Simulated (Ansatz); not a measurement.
Reaction (hydrogenolysis of the Si–N bond): `CN[Si](N)(F)F` + H₂ → `N[SiH](F)F` + CH₃NH₂

Gas-phase electronic energies from Ansatz, PBE0-D4/def2-TZVP geometries. CBS: MP2 limit from def2 TZ/QZ plus the TZ coupled-cluster correction, frozen cores. This one scheme is used for every species. One conformer a species, not always the lowest.

```
        species  SCS-MP2/def2-TZVPP energy (Eh)
`CN[Si](N)(F)F`                      -639.65414
             H₂                        -1.17094
   `N[SiH](F)F`                      -545.13753
         CH₃NH₂                       -95.66487
```

Work out ΔE.

ΔE = (-545.13753) + (-95.66487) − (-639.65414) − (-1.17094) = 0.02268 Eh = +0.62 eV. CCSD(T)/CBS gives +0.65 eV.

Largest T1 diagnostic among the species: 0.011.

In def2-TZVPP, CCSD(T) changes the Hartree–Fock value by +0.16 eV (the triples alone add +0.03 eV) and MP2 by +0.21 eV. The D4 term adds +0.14 eV with B3LYP and +0.08 eV with PBE0; it sums over pairs of atoms, weighted by their polarisabilities, and B3LYP, whose exchange is more repulsive, gets the larger term.

B3LYP here is the variant with VWN-RPA as its local correlation; programs differ in this.
